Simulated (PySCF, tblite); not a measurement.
A database entry of computed molecular properties. Lists by class give the value and the number of equivalent atoms.

```json
{
 "formula": "C8H10",
 "smiles": "C=C1C=C(C)/C1=C\\C",
 "inchi": "InChI=1S/C8H10/c1-4-8-6(2)5-7(8)3/h4-5H,2H2,1,3H3/b8-4-",
 "charge": 0,
 "multiplicity": 1,
 "geometry_level": "GFN2-xTB",
 "atoms_angstrom": [
  ["C", -1.596, -2.473, 0.029],
  ["C", -1.253, -1.199, -0.051],
  ["C", -1.936, 0.084, -0.266],
  ["C", -0.784, 0.794, -0.182],
  ["C", -0.451, 2.233, -0.277],
  ["C", 0.025, -0.427, 0.044],
  ["C", 1.292, -0.758, 0.244],
  ["C", 2.445, 0.188, 0.305],
  ["H", -2.619, -2.79, -0.075],
  ["H", -0.863, -3.242, 0.202],
  ["H", -2.966, 0.343, -0.428],
  ["H", -1.351, 2.818, -0.451],
  ["H", 0.247, 2.408, -1.096],
  ["H", 0.02, 2.576, 0.645],
  ["H", 1.537, -1.804, 0.377],
  ["H", 3.176, -0.063, -0.465],
  ["H", 2.124, 1.215, 0.163],
  ["H", 2.945, 0.105, 1.27]
 ],
 "electronic_structure_code": "PySCF",
 "results": {
  "GFN2-xTB geometry": {
   "point_group": "Cs",
   "rotational_constants_GHz": [2.695, 1.895, 1.128]
  },
  "PBE0/def2-SVPD ground state and vertical TDDFT (core frozen in the response)": {
   "dipole_D": 1.37,
   "homo_eV": -6.32,
   "lumo_eV": -0.6,
   "S1_eV": 4.91,
   "strongest_line_of_6_singlets_eV": 6.29,
   "T1_tda_eV": 3.09,
   "polarisability_au": 100.8,
   "r2_bohr2_about_centre_of_nuclear_charge": 1077.8,
   "singlets_eV_and_f": [
    [4.91, 0.07],
    [4.96, 0.032],
    [6.0, 0.001],
    [6.12, 0.5],
    [6.29, 0.658],
    [6.49, 0.003]
   ],
   "triplets_tda_eV": [3.09, 3.72]
  },
  "PBE0/pcSseg-1 ground state and GIAO shieldings, non-relativistic": {
   "shift_vs_computed_TMS_C_by_class_ppm": [
    [166.0, 1],
    [154.9, 1],
    [149.1, 1],
    [148.2, 1],
    [113.2, 1],
    [95.3, 1],
    [18.3, 1],
    [16.6, 1]
   ],
   "shift_vs_computed_TMS_H_by_class_ppm": [
    [6.92, 1],
    [5.47, 1],
    [4.77, 1],
    [4.72, 1],
    [2.28, 3],
    [1.96, 3]
   ],
   "charges_hirshfeld_e_by_atom": [-0.13, -0.01, -0.05, 0.02, -0.11, -0.02, -0.05, -0.12, 0.04, 0.04, 0.06, 0.05, 0.05, 0.05, 0.04, 0.05, 0.04, 0.05]
  },
  "GFN2-xTB harmonic vibrations, gas phase": {
   "strongest_ir_bands_cm-1_km_per_mol_modes": [
    [1617.7, 65.7, 1],
    [2990.4, 29.7, 1],
    [3003.1, 36.1, 1],
    [3029.6, 30.5, 1],
    [3070.1, 32.9, 1],
    [3131.1, 54.3, 1]
   ],
   "zpe_kcal_per_mol": 93.6
  }
 }
}
```

No computed singlet falls in the visible range (750 to 380 nm, 1.65 to 3.26 eV); S1 lies 1.65 eV above its blue end. The 6 singlets span 4.91 to 6.49 eV, and their oscillator strengths add up to 1.26. With B = h/(8π²I), that is 505.379 GHz u Å² over I, the principal moments of inertia are 187.6, 266.8 and 448.1 u Å² (most abundant isotopes).

Geometry: GFN2-xTB; no solvent or vibrations. NMR classes are plain means over equivalent atoms (diastereotopic ones count apart unless rotation or inversion swaps them), as if these changed places fast; in this geometry the members of some classes differ.
